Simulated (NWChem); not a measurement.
System: C$_{3}$H$_{6}$OSi; SMILES C1C(=O)[SiH2]C1

Here is an NWChem input.

```
start job
memory heap 200 mb stack 900 mb global 1100 mb
geometry units angstroms noautosym
  O      0.438074    -2.101689     0.082576
  C      0.109821    -0.941316    -0.010221
  C     -1.324248    -0.339441    -0.110590
  C     -0.992272     1.195347     0.103473
  Si     0.897730     0.861286    -0.031594
  H     -1.737232    -0.558919    -1.142810
  H     -2.036709    -0.801023     0.638145
  H     -1.295650     1.563108     1.120594
  H     -1.446689     1.881173    -0.659131
  H      1.791805     1.298851     1.092794
  H      1.543280     1.252679    -1.329738
end
basis spherical
  * library 6-31g*
end
dft
  xc b3lyp
  grid fine
  iterations 150
end
driver
  maxiter 120
  tight
end
task dft optimize
task dft freq
```

Excerpt of the output:

```
             Northwest Computational Chemistry Package (NWChem) 7.3.0
             --------------------------------------------------------

                             Geometry "geometry" -> ""
                             -------------------------

 Output coordinates in angstroms (scale by  1.889725989 to convert to a.u.)

  No.       Tag          Charge          X              Y              Z
 ---- ---------------- ---------- -------------- -------------- --------------
    1 O                    8.0000     0.44565176    -2.08794772     0.08618213
    2 C                    6.0000     0.11739876    -0.92757472    -0.00661487
    3 C                    6.0000    -1.31667024    -0.32569972    -0.10698387
    4 C                    6.0000    -0.98469424     1.20908828     0.10707913
    5 Si                  14.0000     0.90530776     0.87502728    -0.02798787
    6 H                    1.0000    -1.72965424    -0.54517772    -1.13920387
    7 H                    1.0000    -2.02913124    -0.78728172     0.64175113
    8 H                    1.0000    -1.28807224     1.57684928     1.12420013
    9 H                    1.0000    -1.43911124     1.89491428    -0.65552487
   10 H                    1.0000     1.79938276     1.31259228     1.09640013
   11 H                    1.0000     1.55085776     1.26642028    -1.32613187

 Effective nuclear repulsion energy (a.u.)     210.9840356977

                                Z-matrix (autoz)
                                --------

 Units are Angstrom for bonds and degrees for angles

[...]

      ----------------------
      Optimization converged
      ----------------------

  Step       Energy      Delta E   Gmax     Grms     Xrms     Xmax
  ---- ---------------- -------- -------- -------- -------- --------
@   35    -482.60228660 -4.0D-09  0.00000  0.00000  0.00001  0.00003
                                     ok       ok       ok       ok

                                Z-matrix (autoz)
                                --------

 Units are Angstrom for bonds and degrees for angles

[...]

 Rotational Constants
 --------------------
 A=   0.208148 cm-1  (  0.299472 K)
 B=   0.123801 cm-1  (  0.178119 K)
 C=   0.082538 cm-1  (  0.118751 K)

 Temperature                      =   298.15K
 frequency scaling parameter      =   1.0000

 Zero-Point correction to Energy  =   50.093 kcal/mol  (  0.079829 au)
 Thermal correction to Energy     =   53.790 kcal/mol  (  0.085720 au)
 Thermal correction to Enthalpy   =   54.382 kcal/mol  (  0.086663 au)

 Total Entropy                    =   76.927 cal/mol-K
   - Translational                =   39.251 cal/mol-K (mol. weight =  86.0188)
   - Rotational                   =   26.119 cal/mol-K (symmetry #  =        1)
   - Vibrational                  =   11.556 cal/mol-K

 Cv (constant volume heat capacity) =   21.213 cal/mol-K
   - Translational                  =    2.979 cal/mol-K
   - Rotational                     =    2.979 cal/mol-K
   - Vibrational                    =   15.254 cal/mol-K

[normal modes left out]

 ----------------------------------------------------------------------------
 Normal Eigenvalue ||           Projected Infra Red Intensities
  Mode   [cm**-1]  || [atomic units] [(debye/angs)**2] [(KM/mol)] [arbitrary]
 ------ ---------- || -------------- ----------------- ---------- -----------
    1       -0.000 ||    0.000490           0.011         0.477       0.160
    2        0.000 ||    0.000004           0.000         0.004       0.001
    3        0.000 ||    0.001021           0.024         0.995       0.333
    4        0.000 ||    0.000192           0.004         0.187       0.063
    5        0.000 ||    0.000980           0.023         0.955       0.320
    6        0.000 ||    0.001432           0.033         1.396       0.467
    7       47.566 ||    0.001138           0.026         1.109       0.371
    8      289.971 ||    0.011861           0.274        11.562       3.868
    9      347.462 ||    0.001504           0.035         1.467       0.491
   10      429.371 ||    0.004930           0.114         4.806       1.608
   11      514.391 ||    0.006744           0.156         6.574       2.199
   12      564.212 ||    0.002052           0.047         2.000       0.669
   13      581.069 ||    0.008159           0.188         7.953       2.661
   14      703.188 ||    0.005774           0.133         5.629       1.883
   15      732.258 ||    0.034619           0.799        33.748      11.291
   16      773.259 ||    0.110510           2.550       107.730      36.043
   17      887.468 ||    0.023837           0.550        23.238       7.775
   18      944.619 ||    0.002950           0.068         2.876       0.962
   19      947.800 ||    0.138012           3.184       134.541      45.013
   20      978.743 ||    0.059956           1.383        58.448      19.555
   21     1041.499 ||    0.001060           0.024         1.033       0.346
   22     1157.254 ||    0.004317           0.100         4.209       1.408
   23     1233.601 ||    0.000840           0.019         0.818       0.274
   24     1257.540 ||    0.000688           0.016         0.671       0.224
   25     1459.101 ||    0.004589           0.106         4.474       1.497
   26     1491.535 ||    0.006968           0.161         6.793       2.273
   27     1842.465 ||    0.240899           5.558       234.840      78.571
   28     2219.896 ||    0.130035           3.000       126.764      42.412
   29     2236.610 ||    0.161892           3.735       157.820      52.802
   30     3045.352 ||    0.013778           0.318        13.432       4.494
   31     3090.125 ||    0.007674           0.177         7.481       2.503
   32     3097.653 ||    0.011957           0.276        11.656       3.900
   33     3143.490 ||    0.010927           0.252        10.652       3.564
 ----------------------------------------------------------------------------
```

Level: B3LYP/6-31G* (spherical d).
